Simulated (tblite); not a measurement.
Species: C5H12OP (charge +1).
Bonds: C1–P2, P2–C3, C3–C4, C4–O5, O5–C6, C6–C7, P2–C7. Hydrogens: H8, H9, H10 on C1; H11 on P2; H12, H13 on C3; H14, H15 on C4; H16, H17 on C6; H18, H19 on C7.

Computed with GFN2-xTB (tblite), gas phase: L-BFGS steps from a force-field or distance-geometry start until the largest atomic force falls under 0.01 eV/Å.

Step 31: E = -625.5986 eV
```
atom  x, y, z in Å  |  force x, y, z in eV/Å
C1      2.4417   -0.0838   -0.4291    0.029   0.010  -0.005
P2      0.6698    0.0717   -0.7334    0.080   0.016  -0.009
C3     -0.1330   -1.4946   -0.2842    0.000   0.006   0.007
C4     -1.5988   -1.1023   -0.0036    0.008  -0.063   0.034
O5     -1.8335    0.1687   -0.5803   -0.099  -0.005   0.059
C6     -1.5173    1.2569    0.2613    0.058   0.012   0.014
C7      0.0198    1.3701    0.3577    0.051   0.024   0.006
H8      2.5587   -0.4777    0.5835    0.076   0.028  -0.037
H9      2.9365    0.8864   -0.4870   -0.027  -0.044  -0.066
H10     2.9129   -0.7731   -1.1301   -0.050   0.042  -0.001
H11     0.4165    0.3854   -2.0530    0.032  -0.009   0.089
H12    -0.0395   -2.2016   -1.1133   -0.029   0.013   0.044
H13     0.3756   -1.9156    0.5873   -0.027  -0.043  -0.004
H14    -2.2997   -1.7942   -0.4707    0.004  -0.024  -0.085
H15    -1.8000   -1.0939    1.0722   -0.051   0.053   0.000
H16    -1.9521    2.1345   -0.2215    0.027  -0.027   0.007
H17    -1.9684    1.1437    1.2550   -0.035  -0.021  -0.090
H18     0.4105    1.1846    1.3633   -0.047  -0.005   0.030
H19     0.3905    2.3441    0.0336    0.000   0.036   0.007
```

Step 32: E = -625.6013 eV
```
atom  x, y, z in Å  |  force x, y, z in eV/Å
C1      2.4435   -0.0818   -0.4334    0.073   0.001   0.007
P2      0.6710    0.0718   -0.7295    0.096   0.000  -0.033
C3     -0.1336   -1.4919   -0.2794   -0.024  -0.055   0.011
C4     -1.6025   -1.0994   -0.0046    0.054  -0.115   0.046
O5     -1.8312    0.1694   -0.5862   -0.111  -0.024   0.076
C6     -1.5157    1.2539    0.2580    0.025   0.042   0.038
C7      0.0202    1.3662    0.3611    0.046   0.068   0.034
H8      2.5683   -0.4700    0.5812    0.070   0.025  -0.057
H9      2.9404    0.8881   -0.4980   -0.049  -0.072  -0.074
H10     2.9086   -0.7761   -1.1354   -0.055   0.066   0.026
H11     0.4197    0.3866   -2.0482    0.019  -0.006   0.072
H12    -0.0387   -2.2009   -1.1076   -0.028   0.025   0.060
H13     0.3733   -1.9136    0.5941   -0.044  -0.027  -0.024
H14    -2.3027   -1.7915   -0.4743    0.027  -0.019  -0.066
H15    -1.8058   -1.0901    1.0728   -0.053   0.060  -0.067
H16    -1.9512    2.1316   -0.2221    0.033   0.010  -0.006
H17    -1.9700    1.1376    1.2495   -0.041  -0.017  -0.074
H18     0.4053    1.1781    1.3689   -0.044   0.000   0.017
H19     0.3913    2.3413    0.0408    0.007   0.038   0.012
```

Step 33: E = -625.6051 eV
```
atom  x, y, z in Å  |  force x, y, z in eV/Å
C1      2.4460   -0.0788   -0.4409    0.106  -0.012   0.020
P2      0.6735    0.0724   -0.7254    0.079  -0.022  -0.027
C3     -0.1337   -1.4881   -0.2711   -0.047  -0.108   0.017
C4     -1.6069   -1.0973   -0.0062    0.087  -0.134   0.041
O5     -1.8293    0.1699   -0.5926   -0.098  -0.043   0.080
C6     -1.5125    1.2507    0.2535   -0.025   0.059   0.053
C7      0.0222    1.3606    0.3677    0.022   0.102   0.057
H8      2.5808   -0.4558    0.5767    0.068   0.012  -0.064
H9      2.9447    0.8895   -0.5188   -0.058  -0.079  -0.082
H10     2.9007   -0.7813   -1.1423   -0.040   0.075   0.043
H11     0.4217    0.3890   -2.0416    0.001  -0.001   0.036
H12    -0.0361   -2.2014   -1.0956   -0.022   0.028   0.063
H13     0.3707   -1.9077    0.6060   -0.060  -0.009  -0.041
H14    -2.3049   -1.7881   -0.4833    0.062  -0.014  -0.029
H15    -1.8168   -1.0852    1.0718   -0.052   0.049  -0.132
H16    -1.9473    2.1283   -0.2251    0.041   0.054  -0.023
H17    -1.9738    1.1304    1.2401   -0.046  -0.003  -0.029
H18     0.3971    1.1638    1.3783   -0.036   0.012  -0.005
H19     0.3942    2.3383    0.0564    0.017   0.034   0.022
```

**Question.** Estimate the geometry and energy of step 34. (The exact step hangs on the optimiser's Hessian estimate; all steps are aligned on step 33, rigid shifts and turns removed.)

**Answer.** E = -625.6095 eV, largest force 0.167 eV/Å
```
atom  x, y, z in Å  |  force x, y, z in eV/Å
C1      2.4490   -0.0751   -0.4514    0.101  -0.022   0.027
P2      0.6763    0.0735   -0.7220    0.029  -0.036   0.012
C3     -0.1330   -1.4842   -0.2595   -0.056  -0.116   0.016
C4     -1.6106   -1.0970   -0.0087    0.084  -0.100   0.014
O5     -1.8282    0.1697   -0.5984   -0.052  -0.045   0.061
C6     -1.5083    1.2484    0.2485   -0.072   0.053   0.053
C7      0.0255    1.3543    0.3778   -0.020   0.101   0.058
H8      2.5939   -0.4354    0.5700    0.078  -0.010  -0.050
H9      2.9485    0.8901   -0.5494   -0.048  -0.058  -0.087
H10     2.8894   -0.7889   -1.1492   -0.002   0.057   0.039
H11     0.4204    0.3929   -2.0348   -0.016   0.003  -0.003
H12    -0.0309   -2.2040   -1.0767   -0.010   0.009   0.042
H13     0.3685   -1.8965    0.6231   -0.068   0.000  -0.041
H14    -2.3047   -1.7846   -0.4981    0.096  -0.019   0.013
H15    -1.8332   -1.0806    1.0676   -0.044   0.018  -0.160
H16    -1.9394    2.1260   -0.2315    0.050   0.087  -0.033
H17    -1.9801    1.1243    1.2280   -0.050   0.025   0.035
H18     0.3868    1.1406    1.3907   -0.026   0.033  -0.032
H19     0.4001    2.3357    0.0817    0.026   0.021   0.035
```

The energy changes by -0.0044 eV. The first-order estimate −F·Δx gives -0.0060 eV and the mean of the old and new forces, exact on a quadratic surface, -0.0043 eV. The step makes an angle of 79° with the force vector and moves no atom by more than 0.031 Å.

What follows is the cost of the whole relaxation. The run took 0.41 s wall on Arm Neoverse V1, one thread, shared host.
